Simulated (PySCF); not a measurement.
Mass spectrum arithmetic for `CP(C)CP(C)C1CC1`

Species: `CP(C)CP(C)C1CC1`.

Calculated for natural abundance.

(1) Molar mass and exact mass?

(2) What cluster does the molecular ion M+• show when like nominal masses merge?

(3) What is the composition by mass?

(4) Which m/z would the protonated, sodiated and deprotonated molecule have?

(5) What share of all molecules is the monoisotopic species?

(6) What resolving power m/Δm just matches the spacing of the species with one 13C and with one 2H?

Answers

(1) For C7H16P2, with standard atomic weights, 7 × 12.011 + 2 × 30.974 + 16 × 1.008 = 162.153 g/mol. From the most abundant isotopes (12C, 31P, 1H), 7 × 12.000000 + 2 × 30.973762 + 16 × 1.007825 = 162.0727 u.

(2) 
```
nominal mass  m/z (centroid)  relative intensity
         162        162.0722               100.0
         163        163.0756                 7.8
         164        164.0790                 0.3
```

Cut off at 0.1 %. One electron mass, 0.00055 u, is taken off. Abundances used (%; other tables differ somewhat): 12C 98.93, 13C 1.07; 1H 99.9885, 2H 0.0115.

(3) C 51.85 %, P 38.20 %, H 9.95 %.

(4) [M+H]+ 163.0800, [M+Na]+ 185.0619, [M−H]− 161.0654, for the monoisotopic species (arithmetic only; whether such ions form is another matter).

(5) 0.9893^7 × 1^2 × 0.999885^16 = 92.58 %.

(6) They lie 0.00292 u apart at mass 163.08, so m/Δm is about 56000.
